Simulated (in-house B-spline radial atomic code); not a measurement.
Results of a calculation; reference values are marked as such.
O in an electron gas of r_s = 1.8: phase shifts, screening and friction

A nucleus sits in a uniform electron gas with a rigid positive background. The Kohn-Sham equations are solved self-consistently in the spin-unpolarised LDA (PW92), non-relativistic, on B-splines with outgoing waves at the boundary and partial waves to l = 8. The model has no lattice, no bands and no magnetic solution. Atomic units; δ_l are the phase shifts at the Fermi level, counted so that each bound state adds π, and good to about 0.0005.

The density parameter is r_s = 1.8 bohr.

```tsv
l	δ_l (rad)
0	4.7367
1	2.2576
2	0.1472
3	0.0335
4	0.0072
5	0.0018
6	0.0005
7	0.0003
8	0.0002
```

Bound levels below the band bottom (hartree): s -17.98, s -0.3768.

Check the Friedel sum rule, and say where the screening charge sits.

k_F = (9π/4)^(1/3)/r_s = 1.06620. The rule is Z = (2/π) Σ (2l + 1) δ_l. The terms are s 3.015, p 4.312, d 0.469, f 0.149 and 0.063 beyond, in all 8.008 against Z = 8. Bound states hold 4 s, 0 p, 0 d electrons, so the scattering states carry 4.01 in all; where a term is smaller than its bound count, the bound level has drawn weight out of the band.

Find the transport cross section and the electronic stopping of a 1 keV O ion (mass 16.0 u).

σ_tr = (4π/k_F²) Σ (l + 1) sin²(δ_l − δ_(l+1)). The terms for l = 0 to 3 are 0.3783, 1.4720, 0.0386, 0.0028, all together 1.8919, so σ_tr = 11.054 × 1.8919 = 20.914 bohr². With n = 3/(4π r_s³) = 0.04093, the friction coefficient is Q = n k_F σ_tr = 0.9128. For v well below v_F = 1.066, dE/dx = Q v; with 24801 eV per u at v = 1, v = √(1000/(24801 × 16.0)) = 0.0502, so dE/dx = 0.04582 hartree/bohr = 23.6 eV/nm. The largest term couples the p and d waves.
